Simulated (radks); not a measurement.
Problem. The mean radii <r> (bohr) of the occupied orbitals of an atom or ion are listed with their occupations. Calculated with a radial shooting solver on a logarithmic mesh with Libxc functionals: Dirac Kohn-Sham, exchange-only PBE, spin-unpolarised, spherical densities, finite nucleus; Fermi nuclear charge, rms radius of each element as measured or else 0.836 A^(1/3) + 0.57 fm.

| orbital | occ. | <r> |
|---|---|---|
| 1s1/2 | 2 | 0.02274 |
| 2s1/2 | 2 | 0.09649 |
| 2p1/2 | 2 | 0.08073 |
| 2p3/2 | 4 | 0.08735 |
| 3s1/2 | 2 | 0.2545 |
| 3p1/2 | 2 | 0.2442 |
| 3p3/2 | 4 | 0.2569 |
| 3d3/2 | 4 | 0.2286 |
| 3d5/2 | 6 | 0.2325 |
| 4s1/2 | 2 | 0.5763 |
| 4p1/2 | 2 | 0.5893 |
| 4p3/2 | 4 | 0.6171 |
| 4d3/2 | 4 | 0.6528 |
| 4d5/2 | 6 | 0.6622 |
| 5s1/2 | 2 | 1.258 |
| 5p1/2 | 1 | 1.343 |
| 4f5/2 | 4 | 0.7785 |

Name the element and its charge. Open shells, if any, fill j = l - 1/2 first.

Solution. Z = 62, samarium, charge +9: Sm9+ in [Kr] 4d10 4f4 5s2 5p1. The 1s radius gives Z: for a bare nucleus <r> = (2 gamma + 1)/(2Z) with gamma = sqrt(1 - (Z/c)^2), 0.02245 bohr for Z = 62, and screening makes it slightly larger (0.02274 here). The occupations add up to 53, and the charge is Z minus that.
